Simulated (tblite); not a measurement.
C₇H₁₄N₂P (charge +1).
Atom-mapped SMILES: `[CH:1]#[C:2][P+:3]1([CH3:4])[N:5]([CH3:6])[CH2:7][CH2:8][N:9]1[CH3:10]` (hydrogens: H11 on C1; H12, H13, H14 on C4; H15, H16, H17 on C6; H18, H19 on C7; H20, H21 on C8; H22, H23, H24 on C10)

The geometry is computed with GFN2-xTB (gas phase).

Give the optimised bond lengths and angles.

```csv
bond,length (Å),order
C1≡C2,1.203,triple
C2–P3,1.763,single
P3–C4,1.812,single
"P3–N5, P3–N9",1.644,single
"N5–C6, N9–C10",1.451,single
"N5–C7, C8–N9",1.465,single
C7–C8,1.525,single
C1–H11,1.054,single
"C4–H12, C4–H13, C4–H14",1.090,single
C6–H15 and 5 like bonds,1.091,single
"C7–H18, C8–H20",1.094,single
"C7–H19, C8–H21",1.093,single
```

Bonds in one row agree within 0.01 Å and their mean is given. Orders are formal, as drawn. A selection of angles:
```csv
angle,degrees
C2–C1–H11,178.5
C1–C2–P3,176.2
C2–P3–C4,106.9
C2–P3–N5,108.3
C2–P3–N9,116.8
C4–P3–N5,118.8
C4–P3–N9,110.2
N5–P3–N9,96.2
P3–C4–H12,109.2
H12–C4–H13,109.5
H13–C4–H14,108.5
P3–N5–C6,124.5
P3–N5–C7,111.2
C6–N5–C7,119.2
N5–C6–H15,109.1
N5–C6–H17,112.1
H15–C6–H16,108.5
H15–C6–H17,109.3
N5–C7–C8,104.8
N5–C7–H18,109.3
N5–C7–H19,111.2
C8–C7–H18,111.6
C8–C7–H19,111.3
H18–C7–H19,108.6
N9–C8–H20,111.5
N9–C8–H21,108.9
C8–N9–C10,117.6
P3–N9–C8,109.9
```

Torsions: C2–P3–N5–C6 -77° (synclinal); P3–N5–C7–C8 -28° (synperiplanar); N5–C7–C8–N9 37° (synclinal); C7–C8–N9–C10 180° (antiperiplanar); C2–P3–N9–C8 -99° (anticlinal). The mirror-image conformer, all signs reversed, is as good.

The 5-membered ring P3–N5–C7–C8–N9 has internal angles of 96.2° to 111.2° (sum 527°, against 540° for a flat polygon); it is puckered, 0.15 Å rms from its mean plane, widest ring torsion 37°. P3 (phosphorus bonded to 2 C and 2 N) has angles from 96.2° to 118.8°. The C–P distances run from 1.763 Å (C2–P3, drawn single) to 1.812 Å (P3–C4, drawn single), a spread of 0.049 Å. N5 (nitrogen bonded to 2 C and P) has angles 124.5°, 119.2° and 111.2°, sum 354.8°, 0.20 Å off the plane of its three neighbours. The C–C distances run from 1.203 Å (C1≡C2, drawn triple) to 1.525 Å (C7–C8, drawn single), a spread of 0.322 Å.

Point group: C1 (no symmetry element, even within 0.4 Å). Its GFN2-xTB frequencies are all real (lowest 64 cm⁻¹).
